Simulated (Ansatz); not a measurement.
Reaction (formal exchange of groups at a Ga–F bond): `[F][GaH][F]` + `BF` → `F[BH][GaH][F]` + H–F

Isolated molecules relaxed with PBE0-D4/def2-TZVP in Ansatz; ΔE leaves out vibrations. CBS: MP2 limit from def2 TZ/QZ plus the TZ coupled-cluster correction, frozen cores. This one scheme is used for every species. DFT in def2-TZVPP. HSE06 is defined as in plane-wave codes. For Ga outer-core shells are correlated without core-valence functions, which leaves a few kJ/mol of doubt a bond. Scalar relativity is left out up to krypton. One conformer a species, not always the lowest.

**Question.** Is it downhill or uphill in electronic energy at CCSD(T)/CBS, and by how much? (Estimate.)

**Answer.** The calculation gave: Uphill: ΔE = +108.9 kJ/mol.

**Question.** What do these levels give: r2SCAN0-D4, PBE, HSE06, BHLYP, HF/def2-SVP, HF/def2-QZVPP? (An estimate is asked.)

**Answer.** Ansatz gave: r2SCAN0-D4 115.6, PBE 102.2, HSE06 105.3, BHLYP 124.1, HF/def2-SVP 143.2, HF/def2-QZVPP 141.3 kJ/mol.

Largest T1 diagnostic among the species: 0.015.

In def2-TZVPP, CCSD(T) changes the Hartree–Fock value by −22.0 kJ/mol (the triples alone add −1.4 kJ/mol) and MP2 by −15.4 kJ/mol. From PBE to PBE0 (25 % exact exchange), in def2-TZVPP and without D4, ΔE moves by +3.1 kJ/mol.
